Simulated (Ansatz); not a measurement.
`O[SiH2][SiH](Cl)Cl` + `N[SiH](F)F` → `F[SiH](F)N[SiH](Cl)Cl` + `O[SiH3]`  (cleavage of the Si–Si bond)

Computed with Ansatz on PBE0-D4/def2-TZVP structures; ΔE is electronic, products minus reactants. CCSD(T)/CBS adds triple-zeta CCSD(T) − MP2 to the extrapolated MP2 energy (def2 sets, frozen cores). This one scheme is used for every species. Functionals use def2-TZVPP. B3LYP here is the variant with VWN-RPA as its local correlation; programs differ in this. One conformer a species, not always the lowest.

```json
{"level": "PBE0-D4", "ΔE (kJ/mol)": "-62.1", "difference from CCSD(T)/CBS": "14.6"}
{"level": "PBE", "ΔE (kJ/mol)": "-50.9", "difference from CCSD(T)/CBS": "25.8"}
{"level": "r2SCAN", "ΔE (kJ/mol)": "-69.7", "difference from CCSD(T)/CBS": "7.0"}
{"level": "PBE0", "ΔE (kJ/mol)": "-59.5", "difference from CCSD(T)/CBS": "17.2"}
{"level": "B3LYP", "ΔE (kJ/mol)": "-67.2", "difference from CCSD(T)/CBS": "9.5"}
{"level": "MP2/def2-TZVPP", "ΔE (kJ/mol)": "-86.4", "difference from CCSD(T)/CBS": "-9.7"}
{"level": "SCS-MP2/def2-TZVPP", "ΔE (kJ/mol)": "-86.6", "difference from CCSD(T)/CBS": "-9.9"}
{"level": "SCS-MP2/def2-QZVPP", "ΔE (kJ/mol)": "-85.2", "difference from CCSD(T)/CBS": "-8.5"}
{"level": "HF/CBS(def2)", "ΔE (kJ/mol)": "-88.7", "difference from CCSD(T)/CBS": "-12.0"}
{"level": "MP2/CBS(def2)", "ΔE (kJ/mol)": "-83.4", "difference from CCSD(T)/CBS": "-6.7"}
{"level": "CCSD(T)/CBS", "ΔE (kJ/mol)": "-76.7", "difference from CCSD(T)/CBS": "0"}
```

Largest T1 diagnostic among the species: 0.011.

The D4 term adds −4.9 kJ/mol with B3LYP and −2.7 kJ/mol with PBE0; it sums over pairs of atoms, weighted by their polarisabilities, and B3LYP, whose exchange is more repulsive, gets the larger term. From PBE to PBE0 (25 % exact exchange), in def2-TZVPP and without D4, ΔE moves by −8.5 kJ/mol.
